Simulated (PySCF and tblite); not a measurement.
Values are calculated unless marked as measured or tabulated.
System: C₆H₁₀O, numbered as in [CH3:1][C@@H:2]1[CH2:3][CH2:4][C:5](=[O:6])[CH2:7]1.

The path came from a restrained scan, a climbing-image band and a saddle search at GFN2-xTB; energies are PBE0/pcSseg-1 + D3(BJ), IEF-PCM dimethylsulfoxide//GFN2-xTB, thermal terms GFN2-xTB. Rates follow Eyring's equation with the number of equivalent paths and no tunnelling. Programs: tblite and PySCF.

Task: How high is the barrier to the inversion of the 5-membered ring (2–3–4–5–7), through which structure does it pass, and what rate follows at 298 K?

Result: The electronic barrier is 3.6 kcal/mol and ΔG‡(298 K) 4.1 kcal/mol, over a C1 saddle (envelope) with an imaginary mode of 98i cm⁻¹ (GFN2-xTB). With 1 equivalent path, k is 6.5×10⁹ s⁻¹, a mean lifetime of the start of 150 ps against this motion. The end lies 0.7 kcal/mol above the start in free energy.
